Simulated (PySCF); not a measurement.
Isomers of [C7H7OS]+. Computed with TDDFT B3LYP/def2-SVPD, vertical, gas phase, core orbitals frozen in the response (PySCF 2.14.0, density-fitted response routines). Geometries: GFN2-xTB; one conformer of each isolated species. Triplets are in the Tamm–Dancoff approximation. Ions are computed without counter-ions or solvent.

A. `c1[c+](OC)c1SCC#C`
B. `C=CC(=C)c1co[cH+]s1`
C. `C#CC[C+]1OC=C(C)S1`
D. `C1=C(c2co[cH+]s2)CC1`

Lowest singlet levels (six at most, fewer where fewer were computed) with oscillator strengths:

1. 502 nm (f 0.016); 298 nm (f 0.038); 291 nm (f 0.085); 271 nm (f 0.014); 232 nm (f 0.009); 221 nm (f 0.069); T1 2.12 eV
2. 359 nm (f 0.000); 337 nm (f 0.068); 264 nm (f 0.111); 219 nm (f 0.000); 218 nm (f 0.000); 212 nm (f 0.009); T1 3.15 eV
3. 422 nm (f 0.080); 259 nm (f 0.000); 255 nm (f 0.000); 252 nm (f 0.349); 242 nm (f 0.000); 231 nm (f 0.037); T1 2.18 eV
4. 276 nm (f 0.001); 274 nm (f 0.025); 231 nm (f 0.000); 227 nm (f 0.004); 226 nm (f 0.001); 216 nm (f 0.296); T1 4.02 eV

Task: Match each spectrum to its molecule.

Result: 1 = B, 2 = C, 3 = D, 4 = A.
- A: S1 at 4.48 eV, HOMO→LUMO (90%), HOMO-1→LUMO (9%); Löwdin shares by element: HOMO carbon 89% or more; LUMO carbon 72% or more, sulfur 19%; HOMO -11.35 and LUMO -6.17 eV.
- B: S1 at 2.47 eV, HOMO→LUMO (100%); Löwdin shares by element: HOMO carbon 81% or more (atoms not listed hold the other 19%); LUMO carbon 44% or more, sulfur 28%, oxygen 17%; HOMO -10.82 and LUMO -7.72 eV.
- C: S1 at 3.45 eV, HOMO→LUMO (99%); Löwdin shares by element: HOMO carbon 91% or more; LUMO carbon 43% or more, sulfur 26%, oxygen 17%; HOMO -11.71 and LUMO -7.34 eV.
- D: S1 at 2.94 eV, HOMO→LUMO (98%); Löwdin shares by element: HOMO carbon 69% or more (atoms not listed hold the other 31%); LUMO carbon 43% or more, sulfur 28%, oxygen 17%; HOMO -11.04 and LUMO -7.59 eV; point group Cs, 3 of its 6 listed states under f = 0.0005.
